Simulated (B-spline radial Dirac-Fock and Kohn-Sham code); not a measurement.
## Two-hole binding energies of Tc⁷⁺

System: Tc⁷⁺, [Ar] 3d10 4s2 4p6, inside a Watson sphere of charge -7 and radius 2 Å (a model of the Madelung potential; inside it an electron's potential energy is raised by 50.4 eV).

Calculated with a radial atomic solver, using ΔSCF Dirac-Fock with Breit, self-energy and vacuum polarisation, finite nucleus, configuration average. U is the two-hole binding energy less the two single-hole energies, the effective repulsion of the holes after relaxation. Each two-hole energy is an average over J within one jj subconfiguration.

```
          holes  E(a) (eV)  E(b) (eV)  E(ab) (eV)  U (eV)
           1s⁻²    21120.0    21120.0     42913.2   673.3
   1s⁻¹ 2p3/2⁻¹    21120.0     2755.5     24057.4   182.0
   1s⁻¹ 3p3/2⁻¹    21120.0      503.8     21684.4    60.7
   1s⁻¹ 3d3/2⁻¹    21120.0      330.7     21506.5    55.8
        2p3/2⁻²     2755.5     2755.5      5641.4   130.4
   2p1/2⁻¹ 3s⁻¹     2872.0      622.0      3548.4    54.5
   2s⁻¹ 3d5/2⁻¹     3126.0      327.0      3509.3    56.2
   2p3/2⁻¹ 3s⁻¹     2755.5      622.0      3431.8    54.3
2p1/2⁻¹ 3p3/2⁻¹     2872.0      503.8      3431.4    55.6
2p1/2⁻¹ 3d3/2⁻¹     2872.0      330.7      3258.0    55.3
2p3/2⁻¹ 3d5/2⁻¹     2755.5      327.0      3138.2    55.7
3p1/2⁻¹ 3p3/2⁻¹      523.9      503.8           ?       ?
        3d3/2⁻²      330.7      330.7       708.0    46.6
        3d5/2⁻²      327.0      327.0       700.6    46.6
```

Q: Give the missing two-hole energy and U.

A: E(ab) = 1071.4 eV and U = 43.7 eV.
